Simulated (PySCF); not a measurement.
C₄H₇BO, SMILES C1B(OC=C1)C. Coordinates come from a PBE0-D3(BJ)/def2-SVP optimisation. The structure was generated by enumeration, and PubChem lists no compound with its InChIKey, so it may never have been made. The values are those of a single conformer.

Computed equilibrium geometry at PBE0-D3(BJ)/def2-SVP (PySCF confirms it by a frequency run) as a Z-matrix, and its point group (one conformer of several):
point group Cs.
```
B
O 1 1.3794
C 2 1.3791 1 108.63
C 3 1.3366 2 114.37 1 0.00
H 4 1.0906 3 124.55 2 180.00
H 3 1.0908 4 130.19 5 0.00
C 4 1.5013 5 126.49 3 180.00
H 7 1.1056 4 113.22 5 -59.86
H 7 1.1056 8 105.26 4 -124.17
C 1 1.5622 2 121.17 3 180.00
H 10 1.0992 1 112.63 2 0.00
H 10 1.1029 11 108.56 1 -122.71
H 10 1.1029 11 108.56 12 -114.57
```
